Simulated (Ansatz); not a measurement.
Tl₂H₂⁻. The state is a doublet with charge -1. Geometry r2SCAN-D4/def2-TZVPD, basis def2-TZVPD, Ansatz.

```tsv
atom	x (Å)	y (Å)	z (Å)
Tl1	0.8668	-0.3489	0.1186
Tl2	-1.3847	0.3952	1.7855
H3	-1.0620	0.4710	-0.2944
H4	1.5799	-0.5173	-1.6097
```

```tsv
run	HOMO (eV)	LUMO (eV)
A	-0.86	3.55
B	0.73	1.86
C	-0.39	2.82
D	0.96	1.53
E	0.39	2.17
```

In the def2 sets Tl takes a core potential; there is no spin–orbit coupling. Another isomer (doublet) lies 0.32 eV lower at PBE0-D4/def2-TZVPD; other spin states weren't run for this one.

HOMO and LUMO are taken over both spins.

Problem. The runs used CAM-B3LYP, HF, PBE, PBE0, r2SCAN. Estimate which is which.

Solution. A HF (100 % exact exchange); B r2SCAN (0 % exact exchange); C CAM-B3LYP (range-separated); D PBE (0 % exact exchange); E PBE0 (25 % exact exchange). Exact exchange lowers occupied and raises empty levels; among semilocal functionals meta-GGAs tend to open the gap a little, and such runs are hard to tell apart. The gap grows from 0.57 eV (PBE) to 4.41 eV (HF). At r2SCAN-D4/def2-TZVPD, PBE-D4/def2-TZVPD, PBE0-D4/def2-TZVPD the highest occupied level of the charge -1 doublet lies above zero (up to 0.96 eV). The electron is either unbound and held by the finite basis, or the level is raised by self-interaction error.
